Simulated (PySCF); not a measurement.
Be(Me)2 cation (C₂H₆Be), SMILES [CH3][Be][CH3] (connectivity only; charge and spin as stated), charge +1, multiplicity 2. Atoms are numbered in the order given.

```xyz
9

Be     0.0000     0.0000     0.0000
C      0.0000     0.0000    -1.7681
H      0.9273     0.5220    -2.0146
H     -0.9157     0.5420    -2.0146
H     -0.0116    -1.0641    -2.0146
C      0.0000     0.0000     1.7681
H      0.9273    -0.5220     2.0146
H     -0.9157    -0.5420     2.0146
H     -0.0116     1.0641     2.0146
```
Charge +1, spin multiplicity 2.

The structure is a stationary point at r2SCAN-D4/def2-TZVP. The spin state was assumed, not searched. The isomer is the one that the SMILES or the coordinates give; other isomers of the formula were not compared.

All values below come from r2SCAN/def2-TZVPD (PySCF).

Mulliken values depend strongly on the basis, most of all with diffuse functions as here. ESP charges are fitted to the potential on shells at 1.4 to 2.0 van der Waals radii. Atomic charges (e):

```tsv
atom	meta-Löwdin	ESP fit	Mulliken	Mulliken spin
Be1	?	0.60	0.59	0.33
C2	?	-0.50	-0.13	0.31
H3	?	0.23	0.11	0.01
H4	?	0.23	0.11	0.01
H5	?	0.23	0.11	0.01
C6	?	-0.50	-0.13	0.31
H7	?	0.23	0.11	0.01
H8	?	0.23	0.11	0.01
H9	?	0.23	0.11	0.01
```

**Question.** What belongs in the gaps? (Estimate from the structure and the level; the computed values follow.)

**Answer.** 
- Be1, meta-Löwdin: 1.21
- C2, meta-Löwdin: -0.66
- H3, meta-Löwdin: 0.19
- H4, meta-Löwdin: 0.19
- H5, meta-Löwdin: 0.19
- C6, meta-Löwdin: -0.66
- H7, meta-Löwdin: 0.19
- H8, meta-Löwdin: 0.19
- H9, meta-Löwdin: 0.19
